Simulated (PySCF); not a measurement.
BaF$_{2}$, triplet, at the geometry of the source list (a higher spin typed on purpose: for a closed-shell molecule this is an excited state) (core potentials on Ba); PySCF with SVWN5/def2-SV(P).

The PySCF input:
```python
from pyscf import gto, scf, dft

mol = gto.M(
    atom='''
Ba   -0.000000   -0.000000   -0.000000
F    -0.264400    1.573900   -1.383100
F     0.264400   -1.573900    1.383100
''',
    basis='def2-sv(p)',
    ecp={'Ba': 'def2-sv(p)'},
    charge=0,
    spin=2,
    verbose=4,
)

mf = dft.UKS(mol)
mf.xc = 'lda,vwn'
mf.grids.radi_method = dft.radi.gauss_chebyshev
mf.kernel()
```

It wrote (shortened):

```
PySCF version 2.14.0

[INPUT] verbose = 4
[INPUT] num. atoms = 3
[INPUT] num. electrons = 28
[INPUT] charge = 0
[INPUT] spin (= nelec alpha-beta = 2S) = 2
[INPUT] symmetry False subgroup None
[INPUT] Mole.unit = angstrom
[INPUT] Symbol           X                Y                Z      unit          X                Y                Z       unit  Magmom
[INPUT]  1 Ba     0.000000000000   0.000000000000   0.000000000000 AA    0.000000000000   0.000000000000   0.000000000000 Bohr   0.0
[INPUT]  2 F     -0.264400000000   1.573900000000  -1.383100000000 AA   -0.499643587335   2.974239947453  -2.613680202886 Bohr   0.0
[INPUT]  3 F      0.264400000000  -1.573900000000   1.383100000000 AA    0.499643587335  -2.974239947453   2.613680202886 Bohr   0.0

nuclear repulsion = 55.2510623967334
number of shells = 22
number of NR pGTOs = 125
number of NR cGTOs = 58
basis = def2-sv(p)
ecp = {'Ba': 'def2-sv(p)'}

******** <class 'pyscf.dft.uks.UKS'> ********
method = UKS
initial guess = minao
damping factor = 0
level_shift factor = 0
DIIS = <class 'pyscf.scf.diis.CDIIS'>
diis_start_cycle = 1
diis_space = 8
diis_damp = 0
SCF conv_tol = 1e-09
SCF conv_tol_grad = None
SCF max_cycles = 50
direct_scf = True
direct_scf_tol = 1e-13
number electrons alpha = 15  beta = 13
XC library pyscf.dft.libxc version 7.1.2
    S. Lehtola, C. Steigemann, M. J. T. Oliveira, and M. A. L. Marques,  SoftwareX 7, 1–5 (2018)
XC functionals = lda,vwn
    P. A. M. Dirac,  Math. Proc. Cambridge Philos. Soc. 26, 376 (1930)
    F. Bloch,  Z. Phys. 57, 545 (1929)
    S. H. Vosko, L. Wilk, and M. Nusair,  Can. J. Phys. 58, 1200 (1980)
radial grids: Gauss-Chebyshev [JCP 108, 3226 (1998); DOI:10.1063/1.475719) radial grids
becke partition: Becke, JCP 88, 2547 (1988); DOI:10.1063/1.454033
pruning grids: <function nwchem_prune>
grids dens level: 3
symmetrized grids: False
atomic radii adjust function: <function treutler_atomic_radii_adjust>
small_rho_cutoff = 0
Set gradient conv threshold to 3.16228e-05
tot grids = 48440
init E= -213.599436443367

cycle= 1 E= -223.507356756077  delta_E= -9.91  |g|= 0.382  |ddm|= 1.98

cycle= 2 E= -223.552009140795  delta_E= -0.0447  |g|= 0.463  |ddm|= 1.47

cycle= 3 E= -223.615460229597  delta_E= -0.0635  |g|= 0.124  |ddm|= 0.502

cycle= 4 E= -223.623380666908  delta_E= -0.00792  |g|= 0.0171  |ddm|= 0.235

cycle= 5 E= -223.62352521115  delta_E= -0.000145  |g|= 0.003  |ddm|= 0.0506

cycle= 6 E= -223.623528919934  delta_E= -3.71e-06  |g|= 0.000491  |ddm|= 0.0034

cycle= 7 E= -223.6235290322  delta_E= -1.12e-07  |g|= 5.1e-05  |ddm|= 0.000788

cycle= 8 E= -223.623529034076  delta_E= -1.88e-09  |g|= 9.78e-06  |ddm|= 0.00014

cycle= 9 E= -223.623529034153  delta_E= -7.67e-11  |g|= 1.05e-06  |ddm|= 3.89e-05

Extra cycle  E= -223.623529034152  delta_E= 7.96e-13  |g|= 1.91e-06  |ddm|= 5.43e-06
converged SCF energy = -223.623529034152  <S^2> = 2.001149  2S+1 = 3.0007659
```
